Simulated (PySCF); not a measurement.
Two-component Hartree-Fock for Pb⁶⁹⁺ (lead, charge +69)

Start: [Ne] 3s2 3p1; 3p1/2 filled at m_j = +1/2. Calculated with PySCF 2.14 in an uncontracted even-tempered set (17 s from 25 bohr⁻², ratio 2.4; 14 p from 32 bohr⁻², ratio 2.4; 4 d from 110 bohr⁻², ratio 2.6; 4 f from 160 bohr⁻², ratio 2.6): generalised Hartree-Fock with the X2C-1e Hamiltonian and a Gaussian nucleus; one run each with spin-orbit coupling (SO) switched off, then screened by Boettger's factors.

| spinor shell | electrons | ε, spin-free (eV) | ε, screened SO (eV) | weight of nominal j (screened SO) | rms radius, screened SO (bohr) |
| --- | --- | --- | --- | --- | --- |
| 1s1/2 | 2 | -94736.1 | -94692.0 | 1.000 | 0.0181 |
| 2s1/2 | 2 | -21887.8 | -21871.8 | 1.000 | 0.0719 |
| 2p1/2 | 2 | -19658.4 | -21287.0 | 1.000 | 0.0607 |
| 2p3/2 | 4 | -19658.4 | -19025.0 | 1.000 | 0.0686 |
| 3s1/2 | 2 | -8872.5 | -8867.0 | 1.000 | 0.173 |
| 3p1/2 | 1 | -8256.7 | -8691.4 | 1.000 | 0.163 |

```csv
quantity,spin-free,screened SO
E (hartree),-14872.89091,-14918.61043
M_J,1/2,1/2
⟨J²⟩,1.109,0.750
⟨L²⟩,2.001,2.043
⟨S²⟩,0.750,0.792
```

Each row is a mean over spinors that exchange with the open shell spreads, by up to 25.577 eV (2p1/2).

Breit and QED terms are absent; they matter most for the inner s and p1/2 levels.

Densities and radii are taken from the X2C orbitals without a picture-change correction, which distorts them close to the nucleus.

Without spin-orbit coupling the j labels of p, d and f shells carry no meaning; the spin-free column gives the mean over the occupied spinors of each nl shell, and its ⟨J²⟩ belongs to a mixture of degenerate components.
